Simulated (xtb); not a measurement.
C4H4F2O2, SMILES FC(F)=C1OCOC1. All values are semi-empirical tight-binding results from xtb (GFN2-xTB unless named), good for trends rather than for accurate numbers. Geometry: GFN2-xTB. This is a generated structure with no PubChem entry under its InChIKey; it may be hypothetical. Other conformers were not sampled.

Optimised geometry:

```xyz
12

F      1.5110    -1.7897     0.6318
C      1.2275    -0.5340     0.3046
F      2.3284     0.2236     0.3130
C      0.0372    -0.0470    -0.0084
C     -0.2885     1.3786    -0.3960
O     -1.6937     1.4083    -0.2736
C     -2.1250     0.1038    -0.4959
O     -1.1194    -0.7647    -0.0075
H      0.0291     1.5824    -1.4297
H      0.1421     2.1243     0.2728
H     -2.2736    -0.0966    -1.5739
H     -3.0551    -0.0722     0.0504
```
Charge 0, spin multiplicity 1.

| Property | Result |
|---|---|
| orbital gap | 4.83 eV |
| dipole moment | 2.84 D |
| zero-point energy | 49.1 kcal/mol |
| G − E(el) at 298.15 K (modified RRHO) | 29.0 kcal/mol |
| static polarisability (D4 model) | 56.9 bohr³ |
| solvation energy, GFN2-xTB/ALPB(water) | -2.0 kcal/mol |
| solvation energy, GFN2-xTB/ALPB(acetone) | -5.9 kcal/mol |

Computed IR lines (harmonic; lines under 4 % of the strongest left out, lines within 3 cm⁻¹ merged):
ν (cm⁻¹): 229 (w), 369 (w), 842 (w), 971 (m), 1003 (w), 1071 (m), 1081 (vs), 1101 (w), 1136 (m), 1193 (s), 1198 (w), 1212 (s), 1311 (w), 1821 (w), 2808 (m), 2867 (w) (against the strongest line: vs over 80 %, s over 45 %, m over 15 %, w over 4 %, vw less)

Computed atomic charges and the Wiberg bond orders between heavy atoms:
charges (e) F1 -0.18, C2 0.28, F3 -0.20, C4 0.09, C5 0.08, O6 -0.29, C7 0.22, O8 -0.26, H9 0.06, H10 0.09, H11 0.04, H12 0.08. Bond orders F1–C2 0.98, C2–F3 0.97, C2–C4 1.69, C4–C5 0.99, C5–O6 0.98, O6–C7 1.00, C4–O8 1.06, C7–O8 0.96.
